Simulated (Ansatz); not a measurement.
`O[SiH2]B(F)F` + `N[SiH3]` → `FB(F)N[SiH3]` + `O[SiH3]` at 700 K and 1 bar (cleavage of the B–Si bond).

Gas-phase electronic energies from Ansatz, PBE0-D4/def2-TZVP geometries. CCSD(T)/CBS adds triple-zeta CCSD(T) − MP2 to the extrapolated MP2 energy (def2 sets, frozen cores). This one scheme is used for every species. One conformer a species, not always the lowest.

```csv
species,CCSD(T)/CBS energy (Eh),H − E (kJ/mol),S (J/(mol·K))
`O[SiH2]B(F)F`,-590.59047,177.2,448.6
`N[SiH3]`,-346.80422,180.7,336.3
`FB(F)N[SiH3]`,-570.75785,208.0,446.8
`O[SiH3]`,-366.69042,144.6,321.6
```

H − E and S are ideal-gas, rigid-rotor, harmonic terms from PBE0-D4/def2-TZVP, for one conformer and one mirror image of each species. 1 Eh = 2625.50 kJ/mol, R = 8.31446 J/(mol·K).

By hand: ΔE, ΔH, ΔS and ΔG.

ΔE = (-570.75785) + (-366.69042) − (-590.59047) − (-346.80422) = -0.05358 Eh = -140.7 kJ/mol. Δ(H − E) = 208.0 + 144.6 − 177.2 − 180.7 = -5.3, so ΔH = -146.0 kJ/mol. ΔS = 446.8 + 321.6 − 448.6 − 336.3 = -16.5 J/(mol·K). ΔG = -146.0 − 700 × (-16.5)/1000 = -134.4 kJ/mol.

By hand: the equilibrium constant, and the temperature at which ΔG would vanish if ΔH and ΔS stayed fixed.

log₁₀ K = −ΔG/(RT ln 10) = 10.0. ΔG = 0 at ΔH/ΔS = 8848 K, far beyond where these terms or the molecules hold.

ΔH outweighs TΔS. A doubt of 5 kJ/mol in ΔE shifts log₁₀ K by 0.4 here. Other conformers and mirror images would add mixing entropy, several J/(mol·K) or more a flexible species. Modes under 60 cm⁻¹, often nearly free rotors, make the harmonic entropy too high. These are equilibria of isolated gas molecules and say nothing of rates. Largest T1 diagnostic: 0.013 (customary marks: 0.02 for closed shells, 0.045 for open ones).
